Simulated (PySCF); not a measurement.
**Which basis set comes closest?**

Molecule: SMILES CCCS(C)(=O)=O, C$_{4}$H$_{10}$O$_{2}$S.

Geometry:
```json
{"atom": "C1", "x (Å)": "-1.974", "y (Å)": "0.403", "z (Å)": "0.328"}
{"atom": "C2", "x (Å)": "-1.162", "y (Å)": "-0.603", "z (Å)": "-0.472"}
{"atom": "C3", "x (Å)": "0.248", "y (Å)": "-0.149", "z (Å)": "-0.819"}
{"atom": "S4", "x (Å)": "1.234", "y (Å)": "0.059", "z (Å)": "0.677"}
{"atom": "C5", "x (Å)": "2.921", "y (Å)": "0.063", "z (Å)": "0.093"}
{"atom": "O6", "x (Å)": "1.053", "y (Å)": "-1.143", "z (Å)": "1.490"}
{"atom": "O7", "x (Å)": "0.967", "y (Å)": "1.382", "z (Å)": "1.241"}
{"atom": "H8", "x (Å)": "-2.992", "y (Å)": "0.025", "z (Å)": "0.502"}
{"atom": "H9", "x (Å)": "-1.512", "y (Å)": "0.604", "z (Å)": "1.305"}
{"atom": "H10", "x (Å)": "-2.054", "y (Å)": "1.366", "z (Å)": "-0.200"}
{"atom": "H11", "x (Å)": "-1.671", "y (Å)": "-0.836", "z (Å)": "-1.423"}
{"atom": "H12", "x (Å)": "-1.084", "y (Å)": "-1.552", "z (Å)": "0.082"}
{"atom": "H13", "x (Å)": "0.769", "y (Å)": "-0.901", "z (Å)": "-1.431"}
{"atom": "H14", "x (Å)": "0.271", "y (Å)": "0.823", "z (Å)": "-1.336"}
{"atom": "H15", "x (Å)": "3.066", "y (Å)": "0.893", "z (Å)": "-0.610"}
{"atom": "H16", "x (Å)": "3.159", "y (Å)": "-0.908", "z (Å)": "-0.359"}
{"atom": "H17", "x (Å)": "3.527", "y (Å)": "0.223", "z (Å)": "0.995"}
```

Geometry PBE0-D3(BJ)/def2-SVP throughout; GIAO in PySCF, gas phase, one conformer, non-relativistic; equivalent atoms averaged; functional PBE0.

Reference values (measured; solution, not stated per compound (mostly CDCl3 or CCl4); Pretsch, Buehlmann, Badertscher, Structure Determination of Organic Compounds, 4th ed. (2009)): δ(C3) = 56.3 ppm, δ(C2) = 16.3 ppm, δ(C1) = 13.0 ppm. Computed shifts are taken against TMS, calculated as an isolated molecule at each level.

Q: How do the basis sets STO-3G, pcSseg-0, 6-31G, 6-31G*, cc-pVDZ, def2-SVP, pcSseg-1, aug-cc-pVDZ, 6-311+G(2d,p), def2-TZVP perform against the reference? Times are CPU seconds on shared hosts with different chips, so compare them loosely.

A: 
```
    basis set  functions    C3    C2    C1  mean abs. error C  core-s
       STO-3G         49  38.3  23.5  18.5               10.2     5.6
     pcSseg-0         87  66.1  16.8  14.6                4.0     8.1
        6-31G         87  58.6  16.8  13.5                1.1      11
       6-31G*        122  53.4  17.0  13.6                1.4      16
      cc-pVDZ        152  57.9  19.3  14.5                2.0      18
     def2-SVP        152  57.1  16.3  12.9                0.3      16
     pcSseg-1        176  59.7  18.2  14.7                2.3      34
  aug-cc-pVDZ        255  58.6  19.2  13.6                1.9      38
6-311+G(2d,p)        257  59.3  18.6  13.8                2.0      42
    def2-TZVP        283  59.4  19.2  14.5                2.5      43
```

For ¹³C the closest is def2-SVP (0.3 ppm) and the furthest STO-3G (10.2 ppm). Where a smaller basis beats a larger one, errors probably cancel. One molecule is a small sample, and vibrational and solvent effects are absent from the calculation.

A small basis that lands close on one nucleus may do so by chance; judge by the trend and by all nuclei.
